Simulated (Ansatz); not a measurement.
Consider the cleavage of the Si–Si bond: `CO[SiH2][SiH3]` + `C[SiH2]O` → `C[SiH2]O[SiH3]` + `CO[SiH3]`.

Isolated molecules relaxed with PBE0-D4/def2-TZVP in Ansatz; ΔE leaves out vibrations. CCSD(T)/CBS adds triple-zeta CCSD(T) − MP2 to the extrapolated MP2 energy (def2 sets, frozen cores). This one scheme is used for every species. Functionals use def2-TZVPP. Each species was taken in one conformer, which may not be the lowest.

Q: Is it downhill or uphill in electronic energy at CCSD(T)/CBS, and by how much? (Estimate.)

A: Ansatz gave: Downhill: ΔE = -26.2 kcal/mol.

Q: What do these levels give: LDA (SPW92), PBE-D4, BLYP-D4, B97M-V, r2SCANh-D4, B2PLYP, revPBE, r2SCANh, MP2/def2-TZVPP, SCS-MP2/def2-TZVPP, HF/def2-QZVPP, MP2/def2-QZVPP? (Estimate.)

A: Ansatz gave: LDA (SPW92) -19.9, PBE-D4 -19.7, BLYP-D4 -24.8, B97M-V -24.9, r2SCANh-D4 -24.9, B2PLYP -27.3, revPBE -19.5, r2SCANh -24.9, MP2/def2-TZVPP -28.2, SCS-MP2/def2-TZVPP -29.4, HF/def2-QZVPP -33.6, MP2/def2-QZVPP -28.4 kcal/mol.

Largest T1 diagnostic among the species: 0.012.

Leaving LDA and LC-ωPBE aside and taking each functional with its dispersion term where it has one, the values, not all of them listed here, spread over 9.4 kcal/mol, from BHLYP-D4 to PBE-D4. From BLYP to BHLYP (50 % exact exchange), in def2-TZVPP and without D4, ΔE moves by −4.5 kcal/mol. In def2-TZVPP, CCSD(T) changes the Hartree–Fock value by +6.6 kcal/mol (the triples alone add +0.9 kcal/mol) and MP2 by +4.8 kcal/mol.
